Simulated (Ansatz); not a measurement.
The molecule Sb2, closed-shell singlet (the spin of the measured ground state). No spin–orbit coupling.

The constants come from a fifth-degree fit in 1/R (seven points, main isotopes). Runs in def2 and cc sets follow the lowest solution found near the PBE0 minimum. The singlet is held restricted. HF and MP2 rows in def2 and cc sets belong to the determinant that coupled cluster picked by its CCSD energy.

Correlated levels freeze the inner cores; with def2 sets outer-core shells near the valence are correlated too.

Codes used: Ansatz (Gaussian basis) for Hartree–Fock, density functionals and correlated methods. Values without a source in brackets are computed. In def2 rows elements past Kr take small-core potentials, without spin–orbit coupling.

Energies at SCS-MP2/def2-QZVPP:

```tsv
R (Å)	E (hartree)
2.291860	-479.55261913
2.353470	-479.56163741
2.410150	-479.56647570
2.474224	-479.56879937
2.538297	-479.56853732
2.612228	-479.56586023
2.698481	-479.56052949
```

Question: With a reduced mass of 60.4519 u, find the minimum, the force constant and the constants.

Answer: A fifth-degree polynomial in 1/R puts the minimum at r_e = 2.4981 Å with force constant 246 N/m. Then ω_e = (1/2πc)√(k/μ) = 263 cm⁻¹ and B_e = h/(8π²cμr_e²) = 0.04468 cm⁻¹; the cubic and quartic terms give α_e = 0.00012 and ω_e x_e = 0.67 cm⁻¹.

Doubts at one or more of the structures used: a restricted determinant that unrestricted orbitals would lower (SCS-MP2/def2-QZVPP).

Ansatz is an electronic-structure program.
